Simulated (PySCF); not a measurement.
GaClBr₂, SMILES [Br][Ga]([Cl])[Br]. Atoms are numbered in the order given.

```xyz
4

Ga     0.0000     0.0000     0.3579
Cl     0.0000     0.0000     2.4988
Br     0.0000     1.9825    -0.7654
Br     0.0000    -1.9825    -0.7654
```

Geometry optimised at B3LYP-D3(BJ)/def2-SVP.

Two levels are set side by side: PBE/pcSseg-1 (PySCF) and B3LYP/pcSseg-1 (PySCF). GIAO shifts against HCl (³⁵Cl) at the same level; non-relativistic, no solvent, atoms listed together averaged. Without spin–orbit terms, shifts of atoms bonded to Cl or Br come out too high at both levels. Differences are taken from unrounded values.

```json
[
 {"quantity": "δ(³⁵Cl) of Cl2 (ppm)", "B3LYP": "185.5", "PBE": "228.0", "PBE minus B3LYP": "42.5"}
]
```

Rough cost on one machine, each run with all the roots and properties that it gave: B3LYP against PBE within a factor of 2.
